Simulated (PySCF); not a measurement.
# WOF4, singlet: data card

All numbers come from B3LYP in PySCF with W def2-TZVP with ECP60, O def2-TZVP, F def2-TZVP; scalar-relativistic core potentials, no spin–orbit coupling; density-fitted integrals.

The structure is a minimum.

Coordinates in bohr (charge 0 multiplicity 1):
```
W     0.0000   -0.0648    0.0000
O     0.0000   -3.2430    0.0000
F     3.3942    0.8498    0.0000
F    -3.3942    0.8498    0.0000
F     0.0000    0.8498   -3.3942
F     0.0000    0.8498    3.3942
```

| Quantity | Value |
| --- | --- |
| Point group | C4v |
| Bond lengths | W–F 1.860 Å (×4), W–O 1.682 Å |
| Bond angles | F–W–F 86.1° (×4), F–W–F 149.8° (×2), F–W–O 105.1° (×4) |
| Principal quadrupole moments (Buckingham, traceless) about the centre of mass | -1.75, -1.75, 3.49 D Å |
| Heat capacity Cp at 298.15 K | 100.2 J/(mol K) |
| Highest occupied level | -11.42 eV |
| Rotational symmetry number | 4 |
| Lowest empty level | -4.46 eV |
| Enthalpy at 298.15 K above 0 K | 20.36 kJ/mol |
| Principal polarisabilities | 39.9, 39.9, 40.1 bohr³ |
| Atomisation energy without zero-point energy | 2832 kJ/mol |
| Entropy at 298.15 K and 1 bar | 342.5 J/(mol K) |
| Dipole moment | 0.42 D |
| Zero-point energy | 33.2 kJ/mol |
| Rotational constants | 0.09099, 0.09099, 0.06876 cm⁻¹ |

Harmonic modes (masses in u: W 183.951, O 15.995, F 18.998):
```csv
symmetry,ω (cm⁻¹),"IR (km/mol, summed over degenerate members)",type
b1,100,0.0,bend
e,235,43.5,bend
a1,244,13.1,bend
e,298,15.3,bend
b2,332,0.0,bend
b1,635,0.0,stretch
e,692,456,stretch
a1,723,44.5,stretch
a1,1076,103,stretch
```

In C4v the vibrations span 2b1 + 3e + 3a1 + b2. The b1, b2 modes carry no infrared intensity, as symmetry demands.

Charges (e):
| atom | Mulliken | Löwdin | polar tensor | Mayer order to W1 |
| --- | --- | --- | --- | --- |
| W1 | 1.78 | 1.01 | 3.24 | – |
| O2 | -0.40 | -0.21 | -0.62 | 2.14 |
| F3,4,5,6 | -0.34 | -0.20 | -0.66 | 1.00 |

Mulliken populations on W1 (electrons outside its core potential): s 2.36, p 6.39, d 3.21, f 0.27.

Outer orbital energies (eV). occupied: -13.04, -12.70, -12.70, -12.59, -12.23, -11.93, -11.42, -11.42; empty: -4.46, -2.89, -2.89, -1.54.

Formally W is in oxidation state +6, d0. The polar-tensor charge on W, 3.24, is far below the formal one.

Other isomers or separated fragments may lie lower. No spin–orbit coupling is included, which matters more the heavier the element.

The final relaxation and frequency run took 2.4 min on 4 threads of a shared Intel Xeon Platinum 8259CL @ 2.50GHz (Skylake/Cascade Lake) host, with 195 basis functions and 13 gradients; the process peaked at 2.5 GiB. Launch command: `OMP_NUM_THREADS=4 python axn.py task.json out`.
